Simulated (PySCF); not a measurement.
hexafluorophosphate (F6P), SMILES F[P-](F)(F)(F)(F)F, charge -1. Heavy atoms are numbered as in [F:1][P-:2]([F:3])([F:4])([F:5])([F:6])[F:7].

Geometry: TPSSh-D3(BJ)/def2-SVPD.

All values below come from CAM-B3LYP/def2-SVPD run with PySCF.

Mulliken values depend strongly on the basis, most of all with diffuse functions as here. ESP charges are fitted to the potential on shells at 1.4 to 2.0 van der Waals radii. Atomic charges (e), one atom of each kind:

```json
[
 {"atom": "F1", "ESP fit": "-0.41", "meta-Löwdin": "…", "Mulliken": "-0.63"},
 {"atom": "P2", "ESP fit": "1.47", "meta-Löwdin": "…", "Mulliken": "2.76"}
]
```

Question: Complete the blanks. (The exact figures need the calculation; the answer reports its results.)

Answer: 
- F1, meta-Löwdin: -0.51
- P2, meta-Löwdin: 2.08
